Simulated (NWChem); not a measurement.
Species: SiNH4Cl; SMILES N[SiH2]Cl

```xyz
7

Si     0.5732    -0.5018     0.0451
N     -0.6111    -1.7419     0.1395
Cl    -0.1458     1.4254    -0.3828
H      1.5006    -0.8365    -1.0566
H      1.2349    -0.3985     1.3633
H     -1.2455    -1.7767     0.9293
H     -1.0663    -2.0721    -0.7038
```
Atoms are numbered in this order, from 1.

All runs: NWChem. Structure relaxed at the B3LYP/6-31G* (spherical d) level. Level: B3LYP/def2-SVP with SMD (1 M gas to 1 M solution), gas-phase geometry. Reactions with the solvent are ignored.

**Question.** What does the run give for solvent water? Quantities: solvation free energy (kcal/mol); cavity-dispersion-structure term (kcal/mol); dipole in solution (D).

**Answer.** The solvation free energy (kcal/mol) is -1.6 and the cavity-dispersion-structure term (kcal/mol) comes out as 2.8. The dipole in solution (D) is 2.61.
